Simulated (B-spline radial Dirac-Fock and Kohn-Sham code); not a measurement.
Relativistic shifts of the levels of Os¹⁹⁺

System: the Os¹⁹⁺ ion in the configuration [Kr] 4d10 4f11.

Both columns are ΔSCF binding energies of the configuration average from a radial B-spline solver: non-relativistic Hartree-Fock with a point nucleus, and Dirac-Fock with a finite nucleus and the Coulomb interaction alone, averaged over the two j levels with weights 2j+1.

| shell | Hartree-Fock (eV) | Dirac-Fock (eV) | shift (eV) | shift (%) |
| --- | --- | --- | --- | --- |
| 1s | 68366.8 | 74751.2 | +6384.43 | +9.34 |
| 2s | 11814.5 | 13519.0 | +1704.52 | +14.43 |
| 2p | 11336.7 | 11909.8 | +573.10 | +5.06 |
| 3s | 3130.9 | 3557.6 | +426.64 | +13.63 |
| 3p | 2908.2 | 3071.3 | +163.09 | +5.61 |
| 3d | 2497.6 | 2483.9 | -13.72 | -0.55 |
| 4s | 1022.1 | 1135.1 | +113.02 | +11.06 |
| 4p | 925.8 | 969.5 | +43.62 | +4.71 |
| 4d | 750.1 | 749.9 | -0.19 | -0.03 |
| 4f | 519.8 | 511.6 | -8.18 | -1.57 |

Relativity binds 1s, 2s, 2p, 3s, 3p, 4s, 4p more strongly, among those listed most of all 2s in relative terms, and 3d, 4d, 4f more weakly, because the contracted s and p shells screen the nucleus better.

Values without a named source are computed, but for edge energies of neutral atoms, which are taken from tables.
